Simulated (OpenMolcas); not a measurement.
## 3d6 along the 24-electron sequence

| Quantity | Value |
| --- | --- |
| Program | OpenMolcas |
| Method | SS-CASPT2, IPEA 0.25 Eh, imaginary shift 0.1 Eh |
| Basis | ANO-R2 |
| Scalar Hamiltonian | X2C, finite nucleus |
| Spin-orbit coupling | RASSI with atomic mean-field integrals over the reference wave functions, term energies averaged over their components |

Active space for each ion: 6 electrons in 5 orbitals (3d); closed shells correlated by CASPT2: 3s 3p.

Computed levels in cm-1 above 5D4:

```tsv
Level	Fe2+	Co3+	Ni4+	Cu5+
5D3	438	620	850	1133
5D2	745	1049	1431	1892
5D1	942	1324	1801	2370
5D0	1039	1458	1981	2610
3P2(1)	19070	22870	26480	29730
3H6	20180	24120	27810	31270
3P1(1)	20350	24690	28970	33040
3H5	20400	24410	28200	31750
3H4	20560	24610	28430	31970
weight of 5D in the lowest level (%)	100	100	100	100
```

Measured, with the error of the calculation in %. Measured levels: Fe2+ from Corliss and Sugar, J. Phys. Chem. Ref. Data 11, 135 (1982); Co3+ from Sugar and Corliss, J. Phys. Chem. Ref. Data 10, 1097 (1981); Ni4+ from Corliss and Sugar, J. Phys. Chem. Ref. Data 10, 197 (1981); Cu5+ from Sugar and Musgrove, J. Phys. Chem. Ref. Data 19, 527 (1990).

```
 Level          Fe2+          Co3+          Ni4+          Cu5+
   5D3    436 (+0.3)    639 (-3.1)    890 (-4.4)   1196 (-5.2)
   5D2    739 (+0.8)   1078 (-2.7)   1490 (-4.0)   1987 (-4.8)
   5D1    932 (+1.0)                 1872 (-3.8)   2490 (-4.6)
   5D0   1027 (+1.1)   1494 (-2.4)   2058 (-3.7)   2733 (-4.5)
3P2(1)  19405 (-1.7)     22883 (0)  26153 (+1.3)  29285 (+1.5)
   3H6  20051 (+0.7)  23680 (+1.9)  27111 (+2.6)  30418 (+2.8)
3P1(1)  20688 (-1.6)  24729 (-0.2)  28698 (+0.9)  32685 (+1.1)
   3H5  20301 (+0.5)  24032 (+1.6)  27578 (+2.3)  31009 (+2.4)
   3H4  20482 (+0.4)  24272 (+1.4)  27859 (+2.0)  31288 (+2.2)
```

The fine-structure level 5D0 changes by a factor of 2.51 from Fe2+ to Cu5+. Its fourth root runs 5.68, 6.18, 6.67, 7.15, with steps per unit of Z of 0.50, 0.49, 0.48; equal steps would mean a (Z - σ)^4 law with constant σ.

3P2(1) changes by a factor of 1.56 over the same range, with steps per unit of Z of +3800, +3610, +3250 cm-1.

CASPT2 does not keep the components of a term degenerate, so their means are used; among the terms shown or strongly mixed into the levels shown the widest spread is 140 cm-1 (3d6 3F(1), Cu5+). Computed and measured levels are paired by configuration, term and J; levels that our copy of the source lacks, or whose pairing is in doubt (as where it misses far off the trend of its configuration), stay unpaired and out of the deviations. Only configurations of the active space appear.

A number in round brackets counts repeated terms of one configuration in the order of the reference energies.
